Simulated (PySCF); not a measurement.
Gas-phase reaction: S6 + 6 H2 → 6 H2S

Method: PySCF energies plus ideal-gas RRHO corrections (1 bar). † marks an energy on the PBE0/def2-TZVP geometry and frequencies; other levels use their own. MP2 freezes the core. All species are closed-shell singlets. MP2 isn't extrapolated to the basis-set limit.

ωB97X-V/def2-TZVP† gives ΔH°(298 K) = -258 kJ.

Q: What do HF/def2-TZVP†, PBE/def2-SVP, MP2/def2-SVP† give?

A: HF/def2-TZVP†: -426 kJ; PBE/def2-SVP: -263 kJ; MP2/def2-SVP†: -392 kJ. For scale, ΔH°(298 K) is -258 kJ at this level, -238 kJ at ωB97M-V/def2-TZVP†, and runs from -464 to -118 kJ over the 19 levels computed.
